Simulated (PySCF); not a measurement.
Dipole response of Tc⁺ (technetium, charge +1)

[Kr] 4d5 5s1, high-spin 7S determinant. Calculation: PySCF 2.14, in dyall-av2z (22s15p11d2f, 136 functions); no relativity, point nucleus. Coupled (time-dependent) response in atomic units; α is the mean over directions. A double-zeta set is small for polarisabilities.

```tsv
method	mean α (bohr³)	C₆ (like pair)	S(−4)
UHF	53.20	400.7	2224
PBE	37.11	268.9	897.9
```

S(−4) is the Cauchy moment in α(ω) = α(0) + S(−4) ω² + …

α(iu) at PBE:

```tsv
u (hartree)	α(iu) (bohr³)
0	37.11
0.0500	35.02
0.100	30.25
0.200	20.89
0.300	15.07
0.500	9.447
0.750	6.373
1.00	4.719
1.50	2.940
2.00	2.014
3.00	1.109
5.00	0.4774
```

For an ion, C₆ is the dispersion term alone; charge-induced terms of lower order in 1/R come first.

A non-relativistic calculation at this Z misses sizeable relativistic shifts.
